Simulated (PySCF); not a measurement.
# Spinor energies of Cl⁸⁺ (chlorine, charge +8)

Start: [He] 2s2 2p5; 2p1/2 filled at m_j = -1/2, +1/2; 2p3/2 filled at m_j = -1/2, +1/2, +3/2. Calculated with PySCF 2.14 in an even-tempered Gaussian basis (18 s from 0.97 bohr⁻², ratio 2.4; 11 p from 1.3 bohr⁻², ratio 2.4; 5 d from 7.8 bohr⁻², ratio 2.6; 5 f from 12 bohr⁻², ratio 2.6): generalised Hartree-Fock with the X2C-1e Hamiltonian and a Gaussian nucleus; one run each with spin-orbit coupling (SO) switched off, then screened by Boettger's factors.

```tsv
spinor shell	electrons	ε, spin-free (eV)	ε, screened SO (eV)	weight of nominal j (screened SO)	rms radius, screened SO (bohr)
1s1/2	2	-3072.8	-3072.7	1.000	0.105
2s1/2	2	-468.75	-468.71	1.000	0.464
2p1/2	2	-405.83	-408.15	0.679	0.427
2p3/2	3	-405.83	-404.43	0.786	0.429
```

```csv
quantity,spin-free,screened SO
E (hartree),-433.39003,-433.41287
M_J,3/2,3/2
⟨J²⟩,3.751,3.751
⟨L²⟩,2.000,2.000
⟨S²⟩,0.750,0.750
```

Each row is a mean over spinors that exchange with the open shell spreads, by up to 12.068 eV (2s1/2).

Rows whose weight is well below 1 are mixtures of j = l ± 1/2: exchange outweighs spin-orbit coupling there, and the label is only the starting occupation.

Without spin-orbit coupling the j labels of p, d and f shells carry no meaning; the spin-free column gives the mean over the occupied spinors of each nl shell.
